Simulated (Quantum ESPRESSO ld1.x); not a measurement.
Species: Mn23+. Configuration: [He]. Calculated with ld1.x of Quantum ESPRESSO 7.5: scalar-relativistic Kohn-Sham, LDA (Slater exchange, Perdew-Wang correlation), spin-polarised, spherical densities, point nucleus.

Normalised radial functions P(r) = r R(r), r in bohr:

```
   r/bohr * 1s, o 2s, + 2p (the largest magnitude, 3.66, reaches the edge; | marks zero, & curves that meet)
 0.005243                             +  o     *
 0.006993                             +   o      *
 0.009252                             +    o        *
  0.01234                             |+    o          *
  0.01646                             |+     o            *
  0.02195                             | +     o              *
  0.02928                             |  +    o                 *
  0.03905                             |   +   o                  *
  0.05209                             |     &                   *
  0.06947                             | o      +            *
  0.09265                          o  |           +    *
   0.1236                    o        |          *   +
   0.1648               o             |    *          +
   0.2181             o               | *            +
   0.2909                o            *          +
    0.388                     o       *     +
   0.5174                          o  * +
   0.6901                            o*+
```

1s: eigenvalue -7972.8 eV, 0 radial nodes, <r> = 0.0604 bohr, 90 % of the charge inside 0.108 bohr. 2s (empty): eigenvalue -1901.3 eV, 1 radial node at r = 0.0805 bohr, <r> = 0.248 bohr, 90 % of the charge inside 0.378 bohr. 2p (empty): eigenvalue -1857.4 eV, 0 radial nodes, <r> = 0.210 bohr, 90 % of the charge inside 0.337 bohr.
